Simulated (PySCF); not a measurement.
Structure with atom numbers: `[CH2:1]=[C:2]1[CH2:3][C@@H:4]([SiH2:5][Cl:6])[C@H:7]1[F:8]` (H(Xn): hydrogen on atom n). Ha(C1) is cis to C3; Ha(C3) is cis to Si5 on the ring; Ha(Si5) is pro-R; Hb(Si5) is pro-S; Hb(C1) is trans to C3; Hb(C3) is trans to Si5 on the ring.

All values are calculated (PySCF 2.14.0 with density-fitted response routines): structure optimised with GFN2-xTB, shielding tensors at PBE0/pcSseg-1 (GIAO). Gas phase, non-relativistic Hamiltonian, a single conformation.

δ = σ(ref) − σ, references computed at the same level: TMS for ¹³C (σ = 186.93 ppm).

**Question.** Do the ¹³C shifts follow the atomic charges (in e)? Tabulate both.

**Answer.** 
```csv
atoms,hybridisation,δ (ppm),σ para (ppm),Hirshfeld,IAO,Mulliken,ESP-fitted
C2,sp2,156.0,-234,-0.01,-0.00,-0.39,+0.17
C1,sp2,120.7,-186,-0.10,-0.32,-0.04,-0.58
C7,sp3,93.6,-149,+0.06,+0.17,+0.32,+0.17
C4,sp3,30.3,-100,-0.13,-0.42,-0.58,-0.19
C3,sp3,27.8,-88,-0.07,-0.28,-0.06,-0.27
```

Correlation coefficients of δ with charge over these carbons: Hirshfeld +0.46, IAO +0.53, Mulliken +0.12, ESP-fitted +0.27; with the paramagnetic shielding -0.99. With so few points, grouped by hybridisation, these coefficients are fragile. Charge is one influence among several: hybridisation and low-lying excitations act through the paramagnetic term.

Shifts are as computed. Against solution values, carbons near 30 ppm lie about +3 ppm off and those near 130 ppm about +5 ppm. Of 1211 compounds with measured shifts, 218 miss one by over three times the rms of a fit or turn the order of signals round; such compounds aren't used in these exercises.
